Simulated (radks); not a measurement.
Results of a calculation; reference values are marked as such.
Problem. The mean radii <r> (bohr) of the occupied orbitals of an atom or ion are listed with their occupations. Code: a radial shooting solver on a logarithmic mesh with Libxc functionals. Model: non-relativistic Kohn-Sham, TPSS, spin-polarised, spherical densities, point nucleus; meta-GGA in the generalised Kohn-Sham scheme.

| orbital | occ. | <r> |
|---|---|---|
| 1s down | 1 | 0.02165 |
| 1s up | 1 | 0.02165 |
| 2s up | 1 | 0.09171 |
| 2s down | 1 | 0.09170 |
| 2p up | 3 | 0.07767 |
| 2p down | 3 | 0.07767 |
| 3s up | 1 | 0.2341 |
| 3s down | 1 | 0.2339 |
| 3p up | 3 | 0.2241 |
| 3p down | 3 | 0.2238 |
| 3d up | 5 | 0.1975 |
| 3d down | 5 | 0.1972 |
| 4s up | 1 | 0.5157 |
| 4s down | 1 | 0.5164 |
| 4p up | 3 | 0.5224 |
| 4p down | 3 | 0.5233 |
| 4d up | 5 | 0.5352 |
| 4d down | 5 | 0.5367 |
| 4f up | 7 | 0.5579 |
| 4f down | 1 | 0.5626 |

Name the element and its charge. Open shells, if any, are filled with parallel spins first.

Solution. Z = 70, ytterbium, charge +16: Yb16+ in [Kr] 4d10 4f8. The 1s radius gives Z: for a bare nucleus <r> = 1.5/Z, 0.02143 bohr for Z = 70, and screening makes it slightly larger (0.02165 here). The occupations add up to 54, and the charge is Z minus that.
